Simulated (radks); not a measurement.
The numbers below are computed, except where a source is named.
Dynamic dipole polarisability and lines of the calcium ion Ca18+, [He]. Level of theory: non-relativistic Kohn-Sham, LB94 model potential, spin-unpolarised, spherical densities, point nucleus (a radial shooting solver on a logarithmic mesh with Libxc functionals). Time-dependent linear response with the Hartree and adiabatic LDA kernel, continuum included through the Sternheimer equations. Lines are the poles of the dipole polarisability below minus the highest occupied eigenvalue, found on a grid refined at the orbital gaps; the lowest seven at most are given, and weak or close lines can be missed. The first line takes the name of the lowest orbital gap if no other gap lies below it; otherwise a line is named after a gap within 0.6 % of it, if that gap stands alone.

photon energy (eV),alpha (bohr^3)
0,0.00006108
249.38,0.00006129
748.15,0.00006303
1246.9,0.00006685
1745.7,0.00007366
2244.5,0.00008561
2743.2,0.0001087
3242.0,0.0001675
3740.8,0.0006871
4239.5,-0.00009672
4738.3,0.0001325

Lines (eV, oscillator strength): 3858.7 (0.3213 nm, 1s-2p), f = 0.773; 4527.7 (0.2738 nm, 1s-3p), f = 0.152; 4761.2 (0.2604 nm, 1s-4p), f = 0.0567; 4869.8 (0.2546 nm, unassigned), f = 0.0275; 4928.9 (0.2515 nm, unassigned), f = 0.0155. Higher lines, where found, are left out when the end of the mesh affects them. Those listed give 77 % of the static polarisability (sum of f/w^2). Orbital energy gaps for comparison: 1s-2p 3853.3 eV; 1s-3p 4525.9 eV; 1s-4p 4760.4 eV; 1s-5p 4869.4 eV; 1s-6p 4928.7 eV.
